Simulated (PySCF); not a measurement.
# Working with the constants of IBr⁺

r²SCAN constants of IBr⁺, ²Π (doublet), unpaired electrons π ↑ (PySCF, scalar-relativistic core potentials, basis sets I def2-SVP with ECP28, Br def2-SVP; masses 126.9045 and 78.9183 u):

```
ωe              : 297.3 cm⁻¹
ωexe            : 0.739 cm⁻¹
Be              : 0.059117 cm⁻¹
αe              : 0.000185 cm⁻¹
D (centrifugal) : 9.35e-09 cm⁻¹
De to I⁺ + Br   : 2.75 eV
```

Q: Give the vibrational terms G(v) and spacings up to v = 6.

A: G(v) = ωe(v+½) − ωexe(v+½)².

| v | G(v) (cm⁻¹) | G(v) − G(v−1) | Bv (cm⁻¹) |
| --- | --- | --- | --- |
| 0 | 148.5 |  | 0.05902 |
| 1 | 444.3 | 295.8 | 0.05884 |
| 2 | 738.6 | 294.3 | 0.05865 |
| 3 | 1031.5 | 292.9 | 0.05847 |
| 4 | 1322.9 | 291.4 | 0.05828 |
| 5 | 1612.8 | 289.9 | 0.05810 |
| 6 | 1901.2 | 288.4 | 0.05791 |

Q: How well does the Morse estimate ωe²/(4ωexe) reproduce De, and what is D0?

A: It gives 3.71 eV, 135 % of the computed De. D0 = De − G(0) = 2.75 − 0.02 = 2.73 eV.

These are scalar-relativistic numbers at best; spin–orbit coupling would shift them, the dissociation energy most. For an ion De counts to the pair picked by the measured ionisation energies or electron affinities, which need not be the lowest pair at this level. The state was picked by a PBE0 search and need not be the measured ground state.
